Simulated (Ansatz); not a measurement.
Cost and result for the atomization energy of CH5AlF2Si (`[CH3][Al]([F])[SiH2]F`) (10 atoms, 9 bonds).

```xyz
10

C     1.200    0.386   -1.523
Al   -0.370   -0.307   -0.621
F    -1.524   -1.083   -1.520
Si   -0.911   -0.187    1.783
F     0.279    0.584    2.557
H     1.731   -0.413   -2.049
H     0.917    1.127   -2.277
H     1.899    0.860   -0.829
H    -2.170    0.561    2.061
H    -1.051   -1.528    2.418
```

Charge 0, multiplicity 1. Geometry: relaxed with PBE0-D4/def2-TZVP. It is one conformer, not always the lowest. Program: Ansatz. All runs use 4 threads of an Intel Xeon Platinum 8488C on a shared host. Times are those of one run each, without the atoms' runs, and a repeat can differ threefold. Electronic energies, without spin–orbit coupling; frozen cores. CCSD(T)/CBS adds CCSD(T) − MP2 in def2-TZVPP to the MP2 limit, and its time is that of the two runs behind it. T1 = 0.012. B3LYP takes the VWN-RPA correlation (the form of Gaussian; ORCA's B3LYP/G).

CCSD(T)/CBS is a level of theory with its own doubt, some kJ/mol a heavy atom from the limit and from the frozen cores, so smaller differences don't rank the functionals.

```json
{"level": "PBE-D4/def2-TZVPP (with forces)", "functions": "247", "wall time": "1.6 s"}
{"level": "PBE0-D4/def2-TZVPP", "functions": "247", "wall time": "2 s"}
{"level": "r2SCAN-D4/def2-TZVPP (with forces)", "functions": "247", "wall time": "2.5 s"}
{"level": "B3LYP-D4/def2-TZVPP (with forces)", "functions": "247", "wall time": "3 s"}
{"level": "B2PLYP/def2-TZVPP", "functions": "247", "wall time": "4.2 s"}
{"level": "ωB97X-V/def2-TZVPP", "functions": "247", "wall time": "4.6 s"}
{"level": "ωB97M-V/def2-TZVPP (with forces)", "functions": "247", "wall time": "7.5 s"}
{"level": "MP2/def2-QZVPP", "functions": "461", "wall time": "13 s"}
{"level": "CCSD(T)/def2-TZVPP", "functions": "247", "wall time": "75 s"}
{"level": "CCSD(T)/CBS(def2)", "functions": "–", "wall time": "88 s"}
```

Task: What atomization energy does each give, and how far from CCSD(T)/CBS? (An estimate is asked.)

Result: Ansatz gave: 
| level | atomization (kJ/mol) | difference from CCSD(T)/CBS | per bond |
| --- | --- | --- | --- |
| PBE-D4/def2-TZVPP (with forces) | 3601.6 | -1.1 | -0.1 |
| PBE0-D4/def2-TZVPP | 3550.4 | -52.3 | -5.8 |
| r2SCAN-D4/def2-TZVPP (with forces) | 3594.3 | -8.4 | -0.9 |
| B3LYP-D4/def2-TZVPP (with forces) | 3570.5 | -32.2 | -3.6 |
| B2PLYP/def2-TZVPP | 3547.6 | -55.1 | -6.1 |
| ωB97X-V/def2-TZVPP | 3599.9 | -2.8 | -0.3 |
| ωB97M-V/def2-TZVPP (with forces) | 3585.8 | -16.9 | -1.9 |
| MP2/def2-QZVPP | 3628.4 | 25.7 | 2.8 |
| CCSD(T)/def2-TZVPP | 3505.3 | -97.4 | -10.8 |
| CCSD(T)/CBS(def2) | 3602.7 | 0.0 | 0.0 |

In def2-TZVPP, CCSD(T) changes the Hartree–Fock value by +775.6 kJ/mol (the triples alone add +41.4 kJ/mol) and MP2 by +839.3 kJ/mol; breaking electron pairs costs correlation energy, which Hartree–Fock lacks. The D4 term adds +27.3 kJ/mol with B3LYP and +14.5 kJ/mol with PBE0; it sums over pairs of atoms, weighted by their polarisabilities, and B3LYP, whose exchange is more repulsive, gets the larger term. From PBE to PBE0 (25 % exact exchange), in def2-TZVPP and without D4, the atomization energy moves by −48.7 kJ/mol: exact exchange takes away binding that semilocal exchange gives to molecules.
